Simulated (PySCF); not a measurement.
F2Si, charge -1, doublet, at a GFN2-xTB geometry (a state made from the parent by changing its charge; the spin is typed, not shown lowest) (in this run its highest filled SCF level lies above zero, so its values depend strongly on the basis, on diffuse functions most of all); PySCF with B3LYP5/def2-SVPD.

The PySCF input:
```python
from pyscf import gto, scf, dft

mol = gto.M(
    atom='''
Si   -0.042136   -0.020125    0.716169
F     1.184357   -0.749976   -0.510782
F    -1.118812    0.781282   -0.603259
''',
    basis='def2-svpd',
    charge=-1,
    spin=1,
    verbose=4,
)

mf = dft.UKS(mol)
mf.xc = 'b3lyp5'
mf.kernel()
```

It wrote (shortened):

```
PySCF version 2.14.0

[INPUT] verbose = 4
[INPUT] num. atoms = 3
[INPUT] num. electrons = 33
[INPUT] charge = -1
[INPUT] spin (= nelec alpha-beta = 2S) = 1
[INPUT] symmetry False subgroup None
[INPUT] Mole.unit = angstrom
[INPUT] Symbol           X                Y                Z      unit          X                Y                Z       unit  Magmom
[INPUT]  1 Si    -0.042136000000  -0.020125000000   0.716169000000 AA   -0.079625499985  -0.038030738257   1.353363268904 Bohr   0.0
[INPUT]  2 F      1.184357000000  -0.749976000000  -0.510782000000 AA    2.238110363712  -1.417249239997  -0.965238089358 Bohr   0.0
[INPUT]  3 F     -1.118812000000   0.781282000000  -0.603259000000 AA   -2.114248264877   1.476409006052  -1.139994292179 Bohr   0.0

nuclear repulsion = 86.34166158098
number of shells = 28
number of NR pGTOs = 108
number of NR cGTOs = 70
basis = def2-svpd
ecp = {}

******** <class 'pyscf.dft.uks.UKS'> ********
method = UKS
initial guess = minao
damping factor = 0
level_shift factor = 0
DIIS = <class 'pyscf.scf.diis.CDIIS'>
diis_start_cycle = 1
diis_space = 8
diis_damp = 0
SCF conv_tol = 1e-09
SCF conv_tol_grad = None
SCF max_cycles = 50
direct_scf = True
direct_scf_tol = 1e-13
number electrons alpha = 17  beta = 16
XC library pyscf.dft.libxc version 7.1.2
    S. Lehtola, C. Steigemann, M. J. T. Oliveira, and M. A. L. Marques,  SoftwareX 7, 1–5 (2018)
XC functionals = b3lyp5
    P. A. M. Dirac,  Math. Proc. Cambridge Philos. Soc. 26, 376 (1930)
    F. Bloch,  Z. Phys. 57, 545 (1929)
    A. D. Becke,  Phys. Rev. A 38, 3098 (1988)
    C. Lee, W. Yang, and R. G. Parr,  Phys. Rev. B 37, 785 (1988)
    B. Miehlich, A. Savin, H. Stoll, and H. Preuss,  Chem. Phys. Lett. 157, 200 (1989)
    S. H. Vosko, L. Wilk, and M. Nusair,  Can. J. Phys. 58, 1200 (1980)
radial grids:
    Treutler-Ahlrichs [JCP 102, 346 (1995); DOI:10.1063/1.469408] (M4) radial grids

becke partition: Becke, JCP 88, 2547 (1988); DOI:10.1063/1.454033
pruning grids: <function nwchem_prune>
grids dens level: 3
symmetrized grids: False
atomic radii adjust function: <function treutler_atomic_radii_adjust>
small_rho_cutoff = 0
Set gradient conv threshold to 3.16228e-05
tot grids = 47704
init E= -488.623774807324

cycle= 1 E= -488.795117093855  delta_E= -0.171  |g|= 0.591  |ddm|= 1.11
cycle= 2 E= -488.134310517535  delta_E= 0.661  |g|= 1.49  |ddm|=  1.3
cycle= 3 E= -488.934394843329  delta_E= -0.8  |g|= 0.0242  |ddm|= 0.833
cycle= 4 E= -488.934658358689  delta_E= -0.000264  |g|= 0.0124  |ddm|= 0.0633
cycle= 5 E= -488.934754663167  delta_E= -9.63e-05  |g|= 0.00225  |ddm|= 0.0266
cycle= 6 E= -488.934759102694  delta_E= -4.44e-06  |g|= 0.000694  |ddm|= 0.00494
cycle= 7 E= -488.934759624078  delta_E= -5.21e-07  |g|= 0.000184  |ddm|= 0.00166
cycle= 8 E= -488.934759681062  delta_E= -5.7e-08  |g|= 4.5e-05  |ddm|= 0.000777
cycle= 9 E= -488.93475968269  delta_E= -1.63e-09  |g|= 4.72e-05  |ddm|= 0.000174
cycle= 10 E= -488.934759683476  delta_E= -7.86e-10  |g|= 1e-05  |ddm|= 3.63e-05
Extra cycle  E= -488.934759683418  delta_E= 5.78e-11  |g|= 1.83e-05  |ddm|= 2.41e-05
converged SCF energy = -488.934759683418  <S^2> = 0.75633087  2S+1 = 2.0063209
```
